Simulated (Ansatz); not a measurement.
Al₁₂P₁₂, a nanocrystal cut from wurtzite AlP (bare) was relaxed with r2SCAN-D4 (def2-SVP) in Ansatz in these states: charge +1 doublet, neutral singlet. The geometries follow in no particular order.

Single mean-field runs in def2-SVP are fitted with def2-universal-jkfit.

A:

```csv
atom,x (Å),y (Å),z (Å)
P1,-2.2532,-0.6087,-3.7839
Al2,-2.6941,-1.8963,-1.9231
Al3,-0.2429,-0.4538,-2.4245
P4,-0.5771,-2.5321,-1.2093
P5,2.1156,-0.4726,-1.8729
Al6,1.4876,-1.9796,-0.0709
Al7,3.7954,-0.2574,-0.2833
P8,3.7275,-2.2762,0.8278
P9,-3.9566,-2.0256,0.0016
Al10,-1.6805,-1.6484,0.7692
P11,0.3383,-1.9502,2.0712
Al12,2.5222,-1.3147,2.5418
Al13,-2.5231,1.3147,-2.5417
P14,-0.3387,1.9494,-2.0717
Al15,1.6819,1.6495,-0.7697
P16,3.9580,2.0247,0.0004
P17,-3.7282,2.2757,-0.8273
Al18,-3.7952,0.2568,0.2838
Al19,-1.4877,1.9799,0.0706
P20,-2.1151,0.4742,1.8730
P21,0.5781,2.5328,1.2074
Al22,0.2426,0.4537,2.4233
Al23,2.6937,1.8959,1.9239
P24,2.2514,0.6082,3.7844
```

B:

```xyz
24

P    -2.942   -1.557    2.978
Al   -1.624   -2.989    1.759
Al   -2.257   -0.262    1.050
P    -1.794   -2.162   -0.425
P    -2.439    1.130   -0.921
Al   -1.164   -0.574   -2.137
Al   -1.467    2.234   -2.742
P    -1.148    0.557   -4.278
P     0.442   -4.023    1.696
Al    0.594   -2.348   -0.068
P     1.071   -1.457   -2.244
Al    1.075    0.403   -3.683
Al   -1.075   -0.403    3.683
P    -1.071    1.456    2.244
Al   -0.594    2.349    0.068
P    -0.441    4.023   -1.698
P     1.148   -0.558    4.278
Al    1.467   -2.234    2.741
Al    1.164    0.574    2.137
P     2.439   -1.129    0.922
P     1.793    2.163    0.425
Al    2.256    0.261   -1.050
Al    1.624    2.988   -1.759
P     2.942    1.556   -2.977
```

**Question.** Judge from the bond lengths which geometry belongs to which state (an estimate).

**Answer.** A is the neutral singlet (Al7–Al15 2.888 Å, Al10–Al18 2.887 Å, Al15–Al23 2.888 Å); B is the charge +1 doublet (Al7–Al15 2.944 Å, Al10–Al18 2.944 Å, Al15–Al23 2.944 Å).
